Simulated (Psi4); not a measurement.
Input file for Psi4: SAPT0/jun-cc-pV(D+d)Z on C2H7F (a complex), monomers drawn apart or pushed together.

```
memory 2025 MB

molecule dimer {
0 1
F    -0.05706465    0.51311197   -0.03906524
H    -0.42475143    0.50043473    0.81296299
--
0 1
C     0.85238785   -0.44372948    4.33295779
C    -0.55038847    0.05946089    4.00452643
H     1.47148855   -0.50709444    3.43660977
H     0.81754250   -1.43701425    4.78303774
H     1.35378144    0.22302970    5.03612595
H    -0.52212080    1.06443143    3.57053304
H    -1.17765193    0.12699096    4.89474011
H    -1.06561933   -0.61743288    3.31498966
units angstrom
symmetry c1
no_reorient
no_com
}

set {
  basis jun-cc-pV(D+d)Z
  scf_type df
  freeze_core true
}

energy('sapt0')
```

The log:

```
[...]
==> Input File <==

--------------------------------------------------------------------------
memory 2025 MB

molecule dimer {
0 1
F    -0.05706465    0.51311197   -0.03906524
H    -0.42475143    0.50043473    0.81296299
--
0 1
C     0.85238785   -0.44372948    4.33295779
C    -0.55038847    0.05946089    4.00452643
H     1.47148855   -0.50709444    3.43660977
H     0.81754250   -1.43701425    4.78303774
H     1.35378144    0.22302970    5.03612595
H    -0.52212080    1.06443143    3.57053304
H    -1.17765193    0.12699096    4.89474011
H    -1.06561933   -0.61743288    3.31498966
units angstrom
symmetry c1
no_reorient
no_com
}

set {
  basis jun-cc-pV(D+d)Z
  scf_type df
  freeze_core true
}

energy('sapt0')
--------------------------------------------------------------------------


   => Loading Basis Set <=

    Name: JUN-CC-PV(D+D)Z
    Role: ORBITAL
    Keyword: BASIS
    atoms 1       entry F          line   290 file jun-cc-pv_dpd_z.gbs
    atoms 2, 5-10 entry H          line    60 file jun-cc-pv_dpd_z.gbs
    atoms 3-4     entry C          line   188 file jun-cc-pv_dpd_z.gbs

   => Loading Basis Set <=

    Name: JUN-CC-PV(D+D)Z
    Role: ORBITAL
    Keyword: BASIS
    atoms 1       entry F          line   290 file jun-cc-pv_dpd_z.gbs
    atoms 2, 5-10 entry H          line    60 file jun-cc-pv_dpd_z.gbs
    atoms 3-4     entry C          line   188 file jun-cc-pv_dpd_z.gbs


  //>>>>>>>>>>>>>>>>>>>>>>>>>>>>>>>>>>>//
  //              Dimer HF             //
  //<<<<<<<<<<<<<<<<<<<<<<<<<<<<<<<<<<<//

   => Libint2 <=

    Primary   basis highest AM E, G, H:  7, 6, 3
    Auxiliary basis highest AM E, G, H:  7, 7, 4
    Onebody   basis highest AM E, G, H:  -, -, -
    Solid Harmonics ordering:            Gaussian


   => Loading Basis Set <=

    Name: JUN-CC-PV(D+D)Z
    Role: ORBITAL
    Keyword: BASIS
    atoms 1       entry F          line   290 file jun-cc-pv_dpd_z.gbs
    atoms 2, 5-10 entry H          line    60 file jun-cc-pv_dpd_z.gbs
    atoms 3-4     entry C          line   188 file jun-cc-pv_dpd_z.gbs


         ---------------------------------------------------------
                                   SCF
               by Justin Turney, Rob Parrish, Andy Simmonett
                          and Daniel G. A. Smith
                              RHF Reference
                        1 Threads,   1931 MiB Core
         ---------------------------------------------------------

  ==> Geometry <==

    Molecular point group: c1
    Full point group: C1

    Geometry (in Angstrom), charge = 0, multiplicity = 1:

       Center              X                  Y                   Z               Mass
    ------------   -----------------  -----------------  -----------------  -----------------
         F           -0.057064650000     0.513111970000    -0.039065240000    18.998403162730
         H           -0.424751430000     0.500434730000     0.812962990000     1.007825032230
         C            0.852387850000    -0.443729480000     4.332957790000    12.000000000000
         C           -0.550388470000     0.059460890000     4.004526430000    12.000000000000
         H            1.471488550000    -0.507094440000     3.436609770000     1.007825032230
         H            0.817542500000    -1.437014250000     4.783037740000     1.007825032230
         H            1.353781440000     0.223029700000     5.036125950000     1.007825032230
         H           -0.522120800000     1.064431430000     3.570533040000     1.007825032230
         H           -1.177651930000     0.126990960000     4.894740110000     1.007825032230
         H           -1.065619330000    -0.617432880000     3.314989660000     1.007825032230

  Running in c1 symmetry.

  Rotational constants: A =      0.57209  B =      0.03143  C =      0.03056 [cm^-1]
  Rotational constants: A =  17150.82557  B =    942.28536  C =    916.12718 [MHz]
  Nuclear repulsion =   69.845100457366300

  Charge       = 0
  Multiplicity = 1
  Electrons    = 28
  Nalpha       = 14
  Nbeta        = 14

  ==> Algorithm <==

  SCF Algorithm Type is DF.
  DIIS enabled.
  MOM disabled.
  Fractional occupation disabled.
  Guess Type is SAD.
  Energy threshold   = 1.00e-08
  Density threshold  = 1.00e-08
  Integral threshold = 1.00e-12

  ==> Primary Basis <==

  Basis Set: JUN-CC-PV(D+D)Z
    Blend: JUN-CC-PV(D+D)Z
    Number of shells: 45
    Number of basis functions: 89
    Number of Cartesian functions: 92
    Spherical Harmonics?: true
    Max angular momentum: 2

   => Loading Basis Set <=

    Name: (JUN-CC-PV(D+D)Z AUX)
    Role: JKFIT
    Keyword: DF_BASIS_SCF
    atoms 1       entry F          line   314 file jun-cc-pvdz-jkfit.gbs
    atoms 2, 5-10 entry H          line    70 file jun-cc-pvdz-jkfit.gbs
    atoms 3-4     entry C          line   146 file jun-cc-pvdz-jkfit.gbs

  ==> Integral Setup <==

  DFHelper Memory: AOs need 0.025 GiB; user supplied 1.414 GiB.
  SCF_SUBTYPE=INCORE selected. In-core MEM_DF algorithm will be used.
  Using i
[...]
    2.951397
      79A      2.970262    80A      3.848971    81A      5.740287
      82A      5.740331    83A      6.024931    84A      6.025181
      85A      6.673222    86A      7.079032    87A      7.089153
      88A      7.945521    89A     42.853166

    Final Occupation by Irrep:
              A
    DOCC [     9 ]
    NA   [     9 ]
    NB   [     9 ]

  @DF-RHF Final Energy:   -79.23525665752851

   => Energetics <=

    Nuclear Repulsion Energy =             42.2445470058464210
    One-Electron Energy =                -189.0213350933509560
    Two-Electron Energy =                  67.5415314299760325
    Total Energy =                        -79.2352566575285095

Computation Completed


Properties will be evaluated at   0.000000,   0.000000,   0.000000 [a0]

Properties computed using the SCF density matrix


 Multipole Moments:

 ------------------------------------------------------------------------------------
     Multipole            Electronic (a.u.)      Nuclear  (a.u.)        Total (a.u.)
 ------------------------------------------------------------------------------------

 L = 1.  Multiply by 2.5417464519 to convert [e a0] to [Debye]
 Dipole X            :         -5.0822904            5.0822610           -0.0000294
 Dipole Y            :          6.5238030           -6.5246593           -0.0008563
 Dipole Z            :       -141.8389094          141.8446223            0.0057129
 Magnitude           :                                                    0.0057768

 ------------------------------------------------------------------------------------

  Constructing Basis Sets for SAPT...

   => Loading Basis Set <=

    Name: (JUN-CC-PV(D+D)Z AUX)
    Role: RIFIT
    Keyword: DF_BASIS_SAPT
    atoms 1       entry F          line   232 file jun-cc-pvdz-ri.gbs
    atoms 2, 5-10 entry H          line    30 file jun-cc-pvdz-ri.gbs
    atoms 3-4     entry C          line   100 file jun-cc-pvdz-ri.gbs

   => Loading Basis Set <=

    Name: (JUN-CC-PV(D+D)Z AUX)
    Role: JKFIT
    Keyword: DF_BASIS_ELST
    atoms 1       entry F          line   314 file jun-cc-pvdz-jkfit.gbs
    atoms 2, 5-10 entry H          line    70 file jun-cc-pvdz-jkfit.gbs
    atoms 3-4     entry C          line   146 file jun-cc-pvdz-jkfit.gbs


  //>>>>>>>>>>>>>>>>>>>>>>>>>>>>>>>>>>>//
  //               SAPT0               //
  //<<<<<<<<<<<<<<<<<<<<<<<<<<<<<<<<<<<//



        SAPT0
    Ed Hohenstein
     6 June 2009

      Orbital Information
  --------------------------
    NSO        =        89
    NMO        =        89
    NRI        =       293
    NRI (Elst) =       398
    NOCC A     =         5
    NOCC B     =         9
    FOCC A     =         1
    FOCC B     =         2
    NVIR A     =        84
    NVIR B     =        80

    Elst10,r            =    -0.000470778656 [Eh]
    Exch10              =     0.000202387321 [Eh]
    Exch10 (S^2)        =     0.000202352054 [Eh]

    Maxiter = 50
    CPHF R converge = 1.000000E-08

    Iter     Energy [mEh]          dE [mEh]         Residual      Time [s]
       1      -0.00288245       0.002882452     2.072635e-04             0
       2      -0.00327561       0.000393160     7.581598e-05             0
       3      -0.00331642       0.000040813     1.947918e-05             0
       4      -0.00330124      -0.000015184     3.680469e-06             0
       5      -0.00330168       0.000000441     6.579447e-07             0
       6      -0.00330191       0.000000228     1.334041e-07             0
       7      -0.00330185      -0.000000065     2.763272e-08             0
       8      -0.00330186       0.000000010     3.598192e-09             0

    CHF Iterations converged

    Maxiter = 50
    CPHF R converge = 1.000000E-08

    Iter     Energy [mEh]          dE [mEh]         Residual      Time [s]
       1      -0.24586484       0.245864843     2.702819e-03             0
       2      -0.28539956       0.039534712     9.395367e-04             0
       3      -0.29567840       0.010278844     1.978742e-04             0
       4      -0.29527413      -0.000404270     5.993739e-05             1
       5      -0.29476728      -0.000506855     8.899548e-06             1
       6      -0.29481363       0.000046355     1.911379e-06             1
       7      -0.29481591       0.000002285     5.316536e-07             1
       8      -0.29481444      -0.000001476     8.380344e-08             1
       9      -0.29481444      -0.000000001     1.327764e-08             1
      10      -0.29481446       0.000000026     1.646091e-09             1

    CHF Iterations converged

    Ind20,r (A<-B)      =    -0.000003301855 [Eh]
    Ind20,r (B<-A)      =    -0.000294814463 [Eh]
    Ind20,r             =    -0.000298116319 [Eh]
    Exch-Ind20,r (A<-B) =     0.000002530935 [Eh]
    Exch-Ind20,r (B<-A) =     0.000036163791 [Eh]
    Exch-Ind20,r        =     0.000038694726 [Eh]
    Disp20              =    -0.000354518693 [Eh]
    Disp20 (SS)         =    -0.000177259347 [Eh]
    Disp20 (OS)         =    -0.000177259347 [Eh]
    Exch-Disp20         =     0.000009516645 [Eh]
    Exch-Disp20 (SS)    =     0.000005598185 [Eh]
    Exch-Disp20 (OS)    =     0.000003918460 [Eh]

    SAPT Results
  --------------------------------------------------------------------------------------------------------
    Electrostatics                 -0.47077866 [mEh]      -0.29541807 [kcal/mol]      -1.23602919 [kJ/mol]
      Elst10,r                     -0.47077866 [mEh]      -0.29541807 [kcal/mol]      -1.23602919 [kJ/mol]

    Exchange                        0.20238732 [mEh]       0.12699996 [kcal/mol]       0.53136784 [kJ/mol]
      Exch10                        0.20238732 [mEh]       0.12699996 [kcal/mol]       0.53136784 [kJ/mol]
      Exch10(S^2)                   0.20235205 [mEh]       0.12697783 [kcal/mol]       0.53127524 [kJ/mol]

    Induction                      -0.28587045 [mEh]      -0.17938642 [kcal/mol]      -0.75055277 [kJ/mol]
      Ind20,r                      -0.29811632 [mEh]      -0.18707081 [kcal/mol]      -0.78270429 [kJ/mol]
      Exch-Ind20,r                  0.03869473 [mEh]       0.02428131 [kcal/mol]       0.10159299 [kJ/mol]
      delta HF,r (2)               -0.02644886 [mEh]      -0.01659691 [kcal/mol]      -0.06944147 [kJ/mol]

    Dispersion                     -0.34500205 [mEh]      -0.21649205 [kcal/mol]      -0.90580275 [kJ/mol]
      Disp20                       -0.35451869 [mEh]      -0.22246384 [kcal/mol]      -0.93078870 [kJ/mol]
      Exch-Disp20                   0.00951664 [mEh]       0.00597178 [kcal/mol]       0.02498595 [kJ/mol]
      Disp20 (SS)                  -0.17725935 [mEh]      -0.11123192 [kcal/mol]      -0.46539435 [kJ/mol]
      Disp20 (OS)                  -0.17725935 [mEh]      -0.11123192 [kcal/mol]      -0.46539435 [kJ/mol]
      Exch-Disp20 (SS)              0.00559818 [mEh]       0.00351291 [kcal/mol]       0.01469803 [kJ/mol]
      Exch-Disp20 (OS)              0.00391846 [mEh]       0.00245887 [kcal/mol]       0.01028792 [kJ/mol]

  Total HF                         -0.55426179 [mEh]      -0.34780452 [kcal/mol]      -1.45521412 [kJ/mol]
  Total SAPT0                      -0.89926384 [mEh]      -0.56429658 [kcal/mol]      -2.36101688 [kJ/mol]

  Special recipe for scaled SAPT0 (see Manual):
    Electrostatics sSAPT0          -0.47077866 [mEh]      -0.29541807 [kcal/mol]      -1.23602919 [kJ/mol]
    Exchange sSAPT0                 0.20238732 [mEh]       0.12699996 [kcal/mol]       0.53136784 [kJ/mol]
    Induction sSAPT0               -0.28585022 [mEh]      -0.17937372 [kcal/mol]      -0.75049964 [kJ/mol]
    Dispersion sSAPT0              -0.34499707 [mEh]      -0.21648893 [kcal/mol]      -0.90578969 [kJ/mol]
  Total sSAPT0                     -0.89923862 [mEh]      -0.56428076 [kcal/mol]      -2.36095068 [kJ/mol]
  --------------------------------------------------------------------------------------------------------



*** Psi4 exiting successfully. Buy a developer a beer!
```

The run finished.

Cost: around 8 core-seconds (rough).
